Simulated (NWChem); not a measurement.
System: C$_{2}$H$_{6}$OSi; SMILES [SiH3]OC=C

The following NWChem deck was run.

```
start job
memory heap 200 mb stack 900 mb global 1100 mb
geometry units angstroms noautoz
  C      0.073918     2.366326    -0.082867
  C     -0.351887     1.122783     0.135443
  O      0.452055     0.040589     0.034407
  Si    -0.034837    -1.561935    -0.036778
  H      1.107662     2.564684    -0.373945
  H     -0.615223     3.202921     0.035235
  H     -1.391968     0.920533     0.431605
  H     -0.552540    -1.900237    -1.395874
  H      1.170019    -2.373987     0.272017
  H     -1.113987    -1.803236     0.969678
end
basis spherical
  C library def2-svp
  O library def2-svp
  Si library def2-svp
  H library def2-svp
end
dft
  xc pw6b95
  iterations 150
  mulliken
end
task dft energy
```

Parts of the log:

```
             Northwest Computational Chemistry Package (NWChem) 7.3.0
             --------------------------------------------------------

 C1  symmetry detected

                             Geometry "geometry" -> ""
                             -------------------------

 Output coordinates in angstroms (scale by  1.889725989 to convert to a.u.)

  No.       Tag          Charge          X              Y              Z
 ---- ---------------- ---------- -------------- -------------- --------------
    1 C                    6.0000     0.10085778     2.36534655    -0.07916228
    2 C                    6.0000    -0.36436587     1.12536052     0.06702233
    3 O                    8.0000     0.43793512     0.03816055     0.11156672
    4 Si                  14.0000    -0.03949852    -1.56195073    -0.03647146
    5 H                    1.0000     1.17069020     2.55638750    -0.18714801
    6 H                    1.0000    -0.59292925     3.20639828    -0.08595556
    7 H                    1.0000    -1.44134653     0.93048958     0.17893055
    8 H                    1.0000    -0.31556736    -1.90436713    -1.46340650
    9 H                    1.0000     1.08821123    -2.37914768     0.48017218
   10 H                    1.0000    -1.27851147    -1.79197727     0.76831377

 Effective nuclear repulsion energy (a.u.)     157.9771380503

                                 NWChem DFT Module
                                 -----------------

 Summary of "ao basis" -> "ao basis" (spherical)
 ------------------------------------------------------------------------------
       Tag                 Description            Shells   Functions and Types
 ---------------- ------------------------------  ------  ---------------------
 C                          def2-svp                 6       14   3s2p1d
 O                          def2-svp                 6       14   3s2p1d
 Si                         def2-svp                 8       18   4s3p1d
 H                          def2-svp                 3        5   2s1p

            General Information
            -------------------
          SCF calculation type: DFT
          Wavefunction type:  closed shell.
          No. of atoms     :    10
          No. of electrons :    40
           Alpha electrons :    20
            Beta electrons :    20
          Charge           :     0
          Spin multiplicity:     1
          Use of symmetry is: off; symmetry adaption is: off
          Maximum number of iterations: 150
          AO basis - number of functions:    90
                     number of shells:    44
          Convergence on energy requested:  1.00D-06
          Convergence on density requested:  1.00D-05
          Convergence on gradient requested:  5.00D-04

              XC Information
              --------------
                       PW6B95 Method XC Functional
                     Hartree-Fock (Exact) Exchange  0.280
                    PW6B95 GGA Exchange Functional  0.720
                      PW6B95 Correlation Potential  1.000

             Grid Information
             ----------------
          Grid used for XC integration:  medium
          Radial quadrature: Mura-Knowles
          Angular quadrature: Lebedev.
          Tag              B.-S. Rad. Rad. Pts. Rad. Cut. Ang. Pts.
          ---              ---------- --------- --------- ---------
          C                   0.70       49          12.0       434
          O                   0.60       49          10.0       434
          Si                  1.10       88          12.0       590
          H                   0.35       45          13.0       434
          Grid pruning is: on
          Number of quadrature shells:   505
          Spatial weights used:  Erf1

      Superposition of Atomic Density Guess
      -------------------------------------

 Sum of atomic energies:        -441.67499331

      Non-variational initial energy
      ------------------------------

 Total energy =    -443.593507
 1-e energy   =    -920.768776
 2-e energy   =     319.198131
 HOMO         =      -0.288404
 LUMO         =       0.040672

     ---------------------------------------------
      Total Density - Mulliken Population Analysis
     ---------------------------------------------

    Atom       Charge   Shell Charges
 -----------   ------   -------------------------------------------------------
    1 C    6     6.40   1.99  0.97  0.27  2.09  1.05  0.02
    2 C    6     5.66   1.99  0.93  0.23  1.72  0.73  0.07
    3 O    8     8.71   1.99  1.09  0.66  3.03  1.92  0.01
    4 Si  14    13.25   2.00  1.99  0.96  0.26  5.94  1.02  0.90  0.18
    5 H    1     0.89   0.66  0.21  0.03
    6 H    1     0.88   0.66  0.20  0.03
    7 H    1     0.93   0.68  0.23  0.02
    8 H    1     1.09   0.70  0.38  0.01
    9 H    1     1.09   0.70  0.38  0.01
   10 H    1     1.09   0.70  0.38  0.01

   convergence    iter        energy       DeltaE   RMS-Dens  Diis-err
 ---------------- ----- ----------------- --------- --------- ---------
 d= 0,ls=0.0,diis     1   -444.7061745920 -6.03D+02  1.10D-02  4.16D-01
 d= 0,ls=0.0,diis     2   -444.7123164133 -6.14D-03  5.52D-03  5.00D-01
 d= 0,ls=0.0,diis     3   -444.7630018576 -5.07D-02  1.08D-03  2.22D-02
 d= 0,ls=0.0,diis     4   -444.7652410518 -2.24D-03  2.67D-04  5.41D-04
 d= 0,ls=0.0,diis     5   -444.7653085740 -6.75D-05  7.30D-05  2.37D-05
  Resetting Diis
 d= 0,ls=0.0,diis     6   -444.7653099324 -1.36D-06  3.10D-05  1.72D-05
 d= 0,ls=0.0,diis     7   -444.7653120247 -2.09D-06  8.79D-06  3.15D-07
 d= 0,ls=0.0,diis     8   -444.7653119885  3.62D-08  5.87D-06  6.02D-07

         Total DFT energy =     -444.765311988482
      One electron energy =     -924.140761886371
           Coulomb energy =      364.429496794105
    Exchange-Corr. energy =      -43.031184946536
 Nuclear repulsion energy =      157.977138050320

 Numeric. integr. density =       40.000006545714

                       DFT Final Molecular Orbital Analysis
                       ------------------------------------

 Vector   18  Occ=2.000000D+00  E=-3.583258D-01
              MO Center= -6.3D-02, -1.3D+00, -4.4D-01, r^2= 3.4D+00
   Bfn.  Coefficient  Atom+Function         Bfn.  Coefficient  Atom+Function
  ----- ------------  ---------------      ----- ------------  ---------------
    76      0.353095   8 H  s                52     -0.257956   4 Si pz
    81     -0.206007   9 H  s                77      0.203925   8 H  s
    34      0.185260   3 O  pz               20      0.174167   2 C  pz
    55     -0.147274   4 Si pz               86     -0.142667  10 H  s
    49      0.140375   4 Si pz               37      0.133751   3 O  pz

 Vector   19  Occ=2.000000D+00  E=-3.400636D-01
              MO Center= -8.4D-02, -2.9D-01,  2.2D-01, r^2= 3.0D+00
   Bfn.  Coefficient  Atom+Function         Bfn.  Coefficient  Atom+Function
  ----- ------------  ---------------      ----- ------------  ---------------
    32      0.433079   3 O  px               35      0.311400   3 O  px
    86      0.241255  10 H  s                71      0.208996   7 H  s
    18     -0.178294   2 C  px               87      0.151977  10 H  s
    50     -0.147163   4 Si px               72      0.145024   7 H  s
    81     -0.138688   9 H  s                 3     -0.135622   1 C  s

 Vector   20  Occ=2.000000D+00  E=-2.524527D-01
              MO Center=  2.4D-02,  1.4D+00, -2.5D-02, r^2= 2.4D+00
   Bfn.  Coefficient  Atom+Function         Bfn.  Coefficient  Atom+Function
  ----- ------------  ---------------      ----- ------------  ---------------
     6      0.407759   1 C  pz               34     -0.327981   3 O  pz
    20      0.316345   2 C  pz                9      0.300173   1 C  pz
    37     -0.273939   3 O  pz               23      0.194052   2 C  pz
    77     -0.115794   8 H  s                76     -0.087493   8 H  s
    87      0.076837  10 H  s                55     -0.069600   4 Si pz

 Vector   21  Occ=0.000000D+00  E= 2.197505D-02
              MO Center= -1.8D-01, -1.5D+00, -6.1D-02, r^2= 3.8D+00
   Bfn.  Coefficient  Atom+Function         Bfn.  Coefficient  Atom+Function
  ----- ------------  ---------------      ----- ------------  ---------------
    54      1.146367   4 Si py               31     -0.573938   3 O  s
    82      0.428089   9 H  s                72      0.324214   7 H  s
    17     -0.294248   2 C  s                87      0.272982  10 H  s
    51      0.230193   4 Si py               77      0.218300   8 H  s
    21      0.204116   2 C  px               36      0.176691   3 O  py

 Vector   22  Occ=0.000000D+00  E= 2.971872D-02
              MO Center= -1.2D-01,  1.2D+00, -3.9D-02, r^2= 3.6D+00
   Bfn.  Coefficient  Atom+Function         Bfn.  Coefficient  Atom+Function
  ----- ------------  ---------------      ----- ------------  ---------------
    23     -0.620359   2 C  pz                9      0.590320   1 C  pz
    20     -0.438817   2 C  pz               87     -0.440618  10 H  s
    53     -0.377788   4 Si px                6      0.371339   1 C  pz
    55      0.347782   4 Si pz               77      0.267618   8 H  s
    82      0.179401   9 H  s                37      0.167063   3 O  pz

 Vector   23  Occ=0.000000D+00  E= 7.154296D-02
              MO Center= -3.1D-01, -1.2D+00, -2.1D-02, r^2= 4.5D+00
   Bfn.  Coefficient  Atom+Function         Bfn.  Coefficient  Atom+Function
  ----- ------------  ---------------      ----- ------------  ---------------
    53      1.244683   4 Si px               82     -1.091004   9 H  s
    77      0.750710   8 H  s                55      0.683322   4 Si pz
    17      0.673453   2 C  s                72     -0.640591   7 H  s
    87      0.571066  10 H  s                21     -0.252883   2 C  px
    31     -0.242239   3 O  s                50      0.193476   4 Si px

     ---------------------------------------------
      Total Density - Mulliken Population Analysis
     ---------------------------------------------

[...]
```

Level: PW6B95/def2-SVP. Coordinates come from a PBE0/def2-SVP optimisation.
